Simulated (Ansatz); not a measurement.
Two members of one family ([LnCl6]3-), computed with Ansatz in the gas phase; def2 core potentials for Gd, Tb, no spin–orbit coupling. The two geometries come from different levels. HOMO and LUMO are taken over both spins. With an open 4f shell the SCF may have ended above the lowest state. Levels of anions in sets without diffuse functions are rough. The structures are stationary points that may keep the symmetry of their start. Remarks come from the PBE and PBE0 runs and from stability tests at other levels; not every state was tested. A HOMO above zero means that the electron is unbound at that level and held by the basis, or that self-interaction error raises the level; the energy of removing that electron tells which.

First: [GdCl6]3- (octet, charge -3, PBE-D4/def2-SVP geometry).

```xyz
7

Gd    0.001    0.000    0.000
Cl   -0.703   -2.496    0.885
Cl    0.707    2.498   -0.880
Cl    0.061   -0.933   -2.577
Cl   -0.066    0.934    2.575
Cl    2.647   -0.643    0.299
Cl   -2.648    0.641   -0.303
```

| level | HOMO (eV) | LUMO (eV) | gap (eV) |
| --- | --- | --- | --- |
| PBE-D4/def2-SVP | 5.54 | 8.36 | 2.81 |
| PBE-D4/def2-TZVP | 4.69 | 7.38 | 2.69 |
| r2SCAN-D4/def2-TZVP | 4.30 | 9.14 | 4.84 |
| PBE0-D4/def2-SVP | 4.08 | 10.47 | 6.38 |
| PBE0-D4/def2-TZVP | 3.30 | 10.15 | 6.85 |

Metal–donor distances: 6 × Cl 2.74 Å. Remarks: HOMO above zero at PBE or PBE0.

Second: [TbCl6]3- (septet, charge -3, r2SCAN-D4/def2-SVP geometry).

```
atom    x (Å)    y (Å)    z (Å)
 Tb1  -0.0002  -0.0005  -0.0010
 Cl2  -0.2908  -0.9208   2.5485
 Cl3   0.2924   0.9178  -2.5520
 Cl4  -2.3193   1.4122   0.2511
 Cl5   2.3207  -1.4090  -0.2481
 Cl6  -1.4021  -2.1452  -0.9316
 Cl7   1.3993   2.1456   0.9331
```

Q: Estimate how these quantities change from the first to the second (second minus first).

A: 
```tsv
level	Δ HOMO (eV)	Δ LUMO (eV)	Δ gap (eV)
PBE-D4/def2-SVP	1.18	-0.71	-1.89
PBE-D4/def2-TZVP	1.11	-0.64	-1.75
r2SCAN-D4/def2-TZVP	1.61	-1.32	-2.93
PBE0-D4/def2-SVP	0.03	-0.22	-0.25
PBE0-D4/def2-TZVP	0.05	-0.23	-0.27
```

Metal–donor distances: 6 × Cl 2.73 Å. Remarks: HOMO above zero at PBE or PBE0.
